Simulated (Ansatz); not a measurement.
`[AlH2][SiH3]` + `O[SiH2]O` → `O[SiH2][O][AlH2]` + SiH₄  (cleavage of the Al–Si bond)

Calculated with Ansatz (gas phase, PBE0-D4/def2-TZVP geometries, no zero-point term in ΔE). CBS: MP2 limit from def2 TZ/QZ plus the TZ coupled-cluster correction, frozen cores. This one scheme is used for every species. DFT in def2-TZVPP. B3LYP here is the variant with VWN-RPA as its local correlation; programs differ in this. One conformer a species, not always the lowest.

| level | ΔE (kcal/mol) |
| --- | --- |
| BLYP-D4 | -38.6 |
| PBE0 | -34.0 |
| B3LYP | -38.9 |
| MP2/def2-QZVPP | -41.3 |

Q: What does CCSD(T)/CBS give? (Estimate.)

A: Computed: -38.6 kcal/mol. The listed levels differ from it by 0.0, 4.6, -0.3, -2.7 kcal/mol.

Largest T1 diagnostic among the species: 0.012.

At CCSD(T), def2-SVP lies −1.7 kcal/mol from the extrapolated value and def2-TZVPP −0.2 kcal/mol. From PBE to PBE0 (25 % exact exchange), in def2-TZVPP and without D4, ΔE moves by −1.5 kcal/mol. In def2-TZVPP, CCSD(T) changes the Hartree–Fock value by +4.4 kcal/mol (the triples alone add +0.5 kcal/mol) and MP2 by +2.0 kcal/mol.
